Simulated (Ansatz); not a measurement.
Geometry optimisation, RKS B3LYP-D4/def2-SVP in Ansatz 0.2.0.

Input file:

```yaml
crystal:
  periodic: [false, false, false]
  atoms:
    - { symbol: C, position_ang: [-0.473, 0.9506, -0.7479] }
    - { symbol: Au, position_ang: [-0.9938, -0.3612, 0.3487] }
    - { symbol: "N", position_ang: [0.7105, -0.9055, 0.6412] }
    - { symbol: H, position_ang: [-1.3497, 0.5724, -1.2411] }
    - { symbol: H, position_ang: [0.162, 1.3805, -1.56] }
    - { symbol: H, position_ang: [-0.8217, 1.8369, -0.0834] }
    - { symbol: H, position_ang: [1.746, -1.062, 0.3219] }
    - { symbol: H, position_ang: [0.293, -1.8113, 0.593] }
    - { symbol: H, position_ang: [0.8152, -0.6466, 1.7105] }
basis:
  gaussian: { orbitals: def2-SVP }
hamiltonian:
  xc: b3lyp
  dispersion: d4
relax:
  f_tol: 0.02
  max_steps: 40
scf:
  lower_state_search: "off"
output:
  orbitals: {}
```

Run as:

```bash
$ ansatz run input.yaml --threads 1 --pin off --max-ram 2048MiB --backend cpu --events-out ev --progress --plain --runs-dir out
```

Task: Where does it end, and by what steps?

Result: The run converged. After 18 steps the energy has fallen by 8.731 eV; Au2 moved furthest, 1.12 Å. The start is strongly strained (largest force component 14 eV/Å), so its close contacts needn't be bonds. Parted: Au2–H4 (1.88 → 2.64 Å).

```csv
step,energy less start (eV),largest force component (eV/Å),accepted
0,0.0000,14.023,yes
1,-4.1888,6.163,yes
2,-5.9947,1.743,yes
3,-6.7591,1.095,yes
4,-7.1823,1.057,yes
5,-7.3701,0.459,yes
6,-7.4520,0.165,yes
7,-7.4821,0.592,yes
8,-7.5258,0.751,yes
9,-7.6246,0.673,yes
10,-7.7412,0.505,yes
11,-7.8600,0.644,yes
12,-8.0191,0.649,yes
13,-8.1923,0.657,yes
14,-8.3993,0.749,yes
15,-8.6010,0.405,yes
16,-8.7095,0.113,yes
17,-8.7294,0.115,yes
18,-8.7307,0.012,yes
```

```xyz
9
Properties=species:S:1:pos:R:3
C -1.044 1.462 -1.100
Au -0.026 0.048 -0.042
N 1.078 -1.492 1.111
H -1.956 1.031 -1.544
H -0.417 1.863 -1.914
H -1.338 2.299 -0.444
H 2.029 -1.615 0.757
H 0.613 -2.401 1.060
H 1.149 -1.240 2.099
```

Whether the end is a true minimum wasn't checked by a vibrational analysis.

Run time: 56 s on 1 thread of Arm Neoverse V2, on a shared host, peak memory 0.16 GiB.
